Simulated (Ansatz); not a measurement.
BH3Se (SMILES B[SeH]) moved off its minimum; all values from Ansatz (a quantum-chemistry and plane-wave program), cores frozen in correlated methods.
(charge 0, multiplicity 1)
```xyz
5

B      0.5874    -0.0823    -1.6153
H     -0.2806    -0.6363    -2.3951
H      1.6784     0.3566    -2.0408
Se    -0.1064    -0.1801     0.3315
H      1.0572     0.5693     1.0335
```

| level | largest force (eV/Å) | on atom | rms difference from CCSD(T)/aug-cc-pVTZ (eV/Å) | dipole (D) |
|---|---|---|---|---|
| HF/def2-TZVPP | 2.85 | Se4 | 0.236 | 0.95 |
| PBE/def2-TZVPP | 2.36 | Se4 | 0.124 | 0.66 |
| r2SCAN/def2-TZVPP | 2.61 | Se4 | 0.052 | 0.69 |
| B3LYP/def2-TZVPP | 2.48 | Se4 | 0.036 | 0.63 |
| wB97M-V/def2-TZVPP | 2.75 | Se4 | 0.105 | 0.68 |
| MP2/aug-cc-pVTZ | 2.68 | Se4 | 0.096 | 0.67 |
| CCSD(T)/aug-cc-pVTZ | 2.46 | Se4 | 0.000 | 0.63 |

The differences count from one level among others, with limits of its own. Forces at CCSD(T)/aug-cc-pVTZ (eV/Å):

```csv
atom,Fx,Fy,Fz
B1,-1.031,-0.755,0.181
H2,1.329,0.868,1.083
H3,-1.173,-0.333,0.752
Se4,1.865,0.916,-1.323
H5,-0.990,-0.695,-0.694
```
